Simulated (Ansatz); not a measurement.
Molecule: bromo(difluoro)borane, sum formula BBrF$_{2}$, net charge 0, singlet state. 
Coordinates optimised at B3LYP-D3(BJ)/def2-TZVP (Ansatz, a program for electronic structure):
SMILES: FB(F)Br
```xyz
4

B     -0.9474     0.0465     0.0041
F     -1.6665    -1.0523     0.0055
F     -1.5555     1.2103     0.0084
Br     0.9639    -0.0473    -0.0042
```
Charge 0, spin multiplicity 1.

Quantity: atomisation energy (electronic, to ground-state atoms), in eV. Valence correlation only, unless marked. Open shells are spin-unrestricted. Spin-orbit coupling is left out. Frozen are the shells of the preceding noble gas and the d and f shells that filled before the atom's block. Non-relativistic. The coupled-cluster limit lacks core correlation, which all-electron functionals hold. Basis-set limits of correlation are two-point, X^-3; Hartree-Fock from the larger set.

| level | program | atomisation energy (eV) |
|---|---|---|
| PBE0/6-31G* | Ansatz | (withheld) |
| PBE0/def2-SVP | Ansatz | 17.87 |
| PBE0-D4/def2-TZVP | Ansatz + dftd4 | (withheld) |
| BHLYP-D4/def2-TZVPD | Ansatz + dftd4 | (withheld) |
| r2SCAN0-D4/def2-TZVPD | Ansatz + dftd4 | 17.25 |
| CAM-B3LYP-D3(BJ)/def2-TZVPD | Ansatz + dftd3 | 17.52 |
| B2GP-PLYP-D4/def2-TZVPD | Ansatz + dftd4 | 17.40 |
| B2GP-PLYP/def2-TZVPD | Ansatz | 17.37 |
| B2PLYP-D4/def2-TZVPD | Ansatz + dftd4 | (withheld) |
| RPA@PBE/cc-pVQZ | Ansatz | 15.81 |
| SCS-MP2/6-31G* | Ansatz | 17.01 |
| SCS-MP2/cc-pVDZ | Ansatz | 16.38 |
| CCSD(T)/CBS(cc-pVTZ,cc-pVQZ) | Ansatz | 17.48 |

Task: Fill in the missing entries.

Result: 
- PBE0/6-31G*, atomisation energy (eV): 17.70
- PBE0-D4/def2-TZVP, atomisation energy (eV): 17.58
- BHLYP-D4/def2-TZVPD, atomisation energy (eV): 16.63
- B2PLYP-D4/def2-TZVPD, atomisation energy (eV): 17.41
